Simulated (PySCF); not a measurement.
CHS₂, SMILES C(=[SH+])=S, charge +1. Atoms are numbered in the order given.

```xyz
4

S      0.0003     1.6029     0.0000
C      0.0224     0.1017     0.0000
S     -0.0874    -1.5336     0.0000
H      1.2589    -1.7203     0.0000
```
Charge +1, spin multiplicity 1.

Coordinates come from a B3LYP-D3(BJ)/def2-TZVP optimisation. The isomer is the one that the SMILES or the coordinates give; other isomers of the formula were not compared.

Method: B3LYP/pcJ-1 (PySCF).

Isotropic couplings with Fermi-contact, spin-dipole and both spin-orbit terms, one fixed conformer, no vibrational averaging. Isotopes: 13C, 1H.

Computed spin–spin coupling constants:
| pair | bonds apart | J (Hz) |
|---|---|---|
| C2–H4 | 2 | -11.3 |
